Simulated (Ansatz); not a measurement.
`C[SiH](O)F` → `C[Si]F` + H₂O  (silylene formation by 1,1-elimination)

Gas-phase electronic energies from Ansatz, PBE0-D4/def2-TZVP geometries. CCSD(T)/CBS is the MP2 limit (def2-TZVPP, def2-QZVPP) plus CCSD(T) − MP2 in def2-TZVPP, frozen cores. This one scheme is used for every species. DFT in def2-TZVPP. HSE06 is defined as in plane-wave codes. Each species was taken in one conformer, which may not be the lowest.

Q: Is it downhill or uphill in electronic energy at CCSD(T)/CBS, and by how much? (Best estimate.)

A: The calculation gave: Uphill: ΔE = +3.20 eV.

Q: What do these levels give: LDA (SPW92), PBE-QIDH, r2SCAN0, HSE06, CCSD/def2-SVP, CCSD/CBS(def2)? (Best estimate.)

A: Ansatz gave: LDA (SPW92) 3.35, PBE-QIDH 3.39, r2SCAN0 3.44, HSE06 3.19, CCSD/def2-SVP 3.04, CCSD/CBS(def2) 3.21 eV.

Q: What do rigid-rotor, harmonic-oscillator terms from PBE0-D4/def2-TZVP frequencies (298.15 K, 1 bar) make of the CCSD(T)/CBS value? (Estimate.)

A: Ansatz gave: ΔZPE = -0.10 eV, ΔH = +3.16 eV, ΔS = 161 J/(mol·K), ΔG = +2.67 eV.

Largest T1 diagnostic among the species: 0.014.

At CCSD(T), def2-SVP lies −0.16 eV from the extrapolated value and def2-TZVPP −0.01 eV. Leaving LDA and LC-ωPBE aside and taking each functional with its dispersion term where it has one, the values, not all of them listed here, spread over 0.49 eV, from BLYP-D4 to r2SCAN0-D4. LDA lies +0.35 eV from PBE without D4.
